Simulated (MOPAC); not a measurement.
MOPAC input (MNDO):

```
MNDO 1SCF CHARGE=-1 GEO-OK AUX(PRECISION=9) THREADS=1
C3H2F

C    -1.83513400 1   -0.27266300 1   -0.07148600 1
C    -0.50767400 1   -0.24131200 1   -0.09446400 1
C     0.77801500 1   -0.41262500 1   -0.20752300 1
F     1.58085900 1    0.68112300 1    0.26250000 1
H    -2.44293900 1    0.09261700 1   -0.90007400 1
H    -2.39603700 1   -0.66312100 1    0.77842200 1
```

Output:

```
 *******************************************************************************
 **                                                                           **
 **                              MOPAC v23.2.5                                **
 **                                                                           **
 *******************************************************************************
 ** MOPAC's Digital Object Identifier: https://doi.org/10.5281/zenodo.6511958 **
 **                                                                           **
 ** Please cite the open-source release paper for use of this MOPAC version:  **
 ** J. E. Moussa and J. J. P. Stewart (2026)                                  **
 ** MOPAC: An open-source semiempirical molecular orbital program             **
 ** J. Open Source Softw., 11(119), 8025, https://doi.org/10.21105/joss.08025 **
 *******************************************************************************

                              MNDO CALCULATION RESULTS

 *******************************************************************************
 *  MNDO       - The MNDO Hamiltonian to be used
 *  GEO-OK     - OVERRIDE INTERATOMIC DISTANCE AND OTHER SAFETY CHECKS
 *
 *
 *
 *                 CHARGE ON SYSTEM = -1
 *
 *
 *
 *  1SCF       - DO 1 SCF AND THEN STOP
 *  AUX        - OUTPUT AUXILIARY INFORMATION
 *******************************************************************************
MNDO 1SCF CHARGE=-1 GEO-OK AUX(PRECISION=9) THREADS=1
 C3H2F

   ATOM   CHEMICAL          X               Y               Z
  NUMBER   SYMBOL      (ANGSTROMS)     (ANGSTROMS)     (ANGSTROMS)

     1       C         -1.83513400  *  -0.27266300  *  -0.07148600  *
     2       C         -0.50767400  *  -0.24131200  *  -0.09446400  *
     3       C          0.77801500  *  -0.41262500  *  -0.20752300  *
     4       F          1.58085900  *   0.68112300  *   0.26250000  *
     5       H         -2.44293900  *   0.09261700  *  -0.90007400  *
     6       H         -2.39603700  *  -0.66312100  *   0.77842200  *

          CARTESIAN COORDINATES

    NO.       ATOM           X           Y           Z

     1         C         -1.8351     -0.2727     -0.0715
     2         C         -0.5077     -0.2413     -0.0945
     3         C          0.7780     -0.4126     -0.2075
     4         F          1.5809      0.6811      0.2625
     5         H         -2.4429      0.0926     -0.9001
     6         H         -2.3960     -0.6631      0.7784

  H: (MNDO): M.J.S. DEWAR, W. THIEL, J. AM. CHEM. SOC., 99, 4899, (1977)
  C: (MNDO): M.J.S. DEWAR, W. THIEL, J. AM. CHEM. SOC., 99, 4899, (1977)
  F: (MNDO): M.J.S. DEWAR, H.S. RZEPA, J. AM. CHEM. SOC., 100, 777, (1978)

           Empirical Formula: C3 H2 F  =     6 atoms

      MOLECULAR POINT GROUP   :   Cs

      RHF CALCULATION, NO. OF DOUBLY OCCUPIED LEVELS = 11

 -------------------------------------------------------------------------------
 MNDO 1SCF CHARGE=-1 GEO-OK AUX(PRECISION=9) THREADS=1
 C3H2F

     1SCF WAS SPECIFIED, SO BFGS WAS NOT USED
     SCF FIELD WAS ACHIEVED

                              MNDO CALCULATION
                                                       MOPAC v23.2.5 Linux

          FINAL HEAT OF FORMATION =         21.44652 KCAL/MOL =      89.73226 KJ/MOL

          COSMO AREA              =         95.38 SQUARE ANGSTROMS
          COSMO VOLUME            =         76.64 CUBIC ANGSTROMS

          IONIZATION POTENTIAL    =          2.634567 EV
          HOMO LUMO ENERGIES (EV) =         -2.635  6.983
          NO. OF FILLED LEVELS    =         11
          MOLECULAR WEIGHT        =         57.0472         POINT GROUP:  Cs

          MOLECULAR DIMENSIONS (Angstroms)

            Atom       Atom       Distance
            H     6    F     4     4.22952
            H     5    C     3     1.83344
            F     4    C     3     0.93768

          SCF CALCULATIONS        =          1

   ATOM   CHEMICAL          X               Y               Z
  NUMBER   SYMBOL      (ANGSTROMS)     (ANGSTROMS)     (ANGSTROMS)

     1       C         -1.83513400  *  -0.27266300  *  -0.07148600  *
     2       C         -0.50767400  *  -0.24131200  *  -0.09446400  *
     3       C          0.77801500  *  -0.41262500  *  -0.20752300  *
     4       F          1.58085900  *   0.68112300  *   0.26250000  *
     5       H         -2.44293900  *   0.09261700  *  -0.90007400  *
     6       H         -2.39603700  *  -0.66312100  *   0.77842200  *

                             CARTESIAN COORDINATES

   1    C       -1.835134000    -0.272663000    -0.071486000
   2    C       -0.507674000    -0.241312000    -0.094464000
   3    C        0.778015000    -0.412625000    -0.207523000
   4    F        1.580859000     0.681123000     0.262500000
   5    H       -2.442939000     0.092617000    -0.900074000
   6    H       -2.396037000    -0.663121000     0.778422000

           Empirical Formula: C3 H2 F  =     6 atoms

      MOLECULAR POINT GROUP   :   Cs

                  EIGENVALUES
 -37.49992 -29.28996 -20.99682 -12.51891 -10.01211  -9.61263  -9.16372  -9.08471
  -5.07401  -3.47637  -2.63457   6.98301   7.69505  10.21333  10.36147  11.41987
  12.42343  13.36283

              NET ATOMIC CHARGES AND DIPOLE CONTRIBUTIONS

  ATOM NO.   TYPE          CHARGE      No. of ELECS.   s-Pop       p-Pop
    1          C          -0.148279        4.1483     1.19426     2.95402
    2          C          -0.346161        4.3462     1.23993     3.10623
    3          C          -0.138377        4.1384     1.53413     2.60425
    4          F          -0.322236        7.3222     1.90735     5.41489
    5          H          -0.022473        1.0225     1.02247
    6          H          -0.022473        1.0225     1.02247
 DIPOLE           X         Y         Z       TOTAL
 POINT-CHG.     0.245    -0.019    -0.015     0.246
 HYBRID        -1.210     1.020     0.493     1.658
 SUM           -0.965     1.001     0.478     1.470

          ATOMIC ORBITAL ELECTRON POPULATIONS

     Atom    s        px        py        pz
    1  C   1.19426   0.87643   1.16152   0.91608
    2  C   1.23993   0.93990   0.93776   1.22857
    3  C   1.53413   0.89137   0.94541   0.76747
    4  F   1.90735   1.82376   1.68243   1.90870
    5  H   1.02247
    6  H   1.02247

 **********************
 *                    *
 * JOB ENDED NORMALLY *
 *                    *
 **********************

 == MOPAC DONE ==
```

The dipole moment of an ion depends on the origin.

The geometry given is a B3LYP-D3(BJ)/def2-TZVP minimum.
